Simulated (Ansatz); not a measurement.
Input file for Ansatz (an electronic-structure program): R-r2SCAN/def2-TZVPP on FH4NOSi (SMILES N[SiH](O)F), a point of a torsion scan.

Ansatz 0.2 input:
```yaml
crystal:
  periodic: [false, false, false]
  atoms:
    - {symbol: N, position_ang: [1.16203228, -0.34890570, -0.19926042]}
    - {symbol: Si, position_ang: [-0.30489935, 0.46291979, 0.11549642]}
    - {symbol: O, position_ang: [-1.43366914, -0.46373681, -0.57320979]}
    - {symbol: F, position_ang: [-0.18433979, 1.85915036, -0.67248461]}
    - {symbol: H, position_ang: [2.03397566, 0.13690695, -0.08346377]}
    - {symbol: H, position_ang: [1.25495557, -1.32664132, 0.01032606]}
    - {symbol: H, position_ang: [-0.64568185, 0.84573028, 1.47610660]}
    - {symbol: H, position_ang: [-2.34680562, -0.43283686, -0.30789124]}
basis:
  gaussian:
    orbitals: def2-TZVPP
hamiltonian:
  xc: {name: r2SCAN}
scf: {lower_state_search: off}
```

It printed:

```
WARN ansatz: RAYON_NUM_THREADS=1 ignored (pool sized by the plan → 1); use --threads N
Functional definition: r2SCAN
these checks for a lower state are left out or cut short: stability, starts, cluster_reference, orbital_swaps, neighbouring_geometries, increment
integrals: 0.10 GiB planned
986 factors; their error is unknown
mean field: 0.72 GiB planned
mean field evaluation 1: about -14187.9118 eV, gradient 8.8e1 eV
mean field evaluation 2: about -14158.7214 eV, gradient 1.4e2 eV
mean field evaluation 4: about -14200.3743 eV, gradient 9.4e0 eV
mean field evaluation 8: about -14200.5107 eV, gradient 1.5e-1 eV
mean field evaluation 16: about -14200.4912 eV, gradient 7.9e-5 eV
mean field -14200.49116966 eV, -521.8584250465 hartree, gradient 2.9e-6 eV, S^2 0.000000; 0 other end points of the search recorded, 0 dependent functions left out
reference -14200.49117982 eV, -521.8584254199 hartree; 21, 21 occupied and 170, 170 virtual orbitals, 986 factors
Total energy: -14200.49117982 eV, -521.8584254199 hartree
Checks for a lower state left out: stability, starts, cluster_reference, orbital_swaps, neighbouring_geometries, increment
```

The calculation finished and met its thresholds.

Cost: around 5 core-seconds (rough).
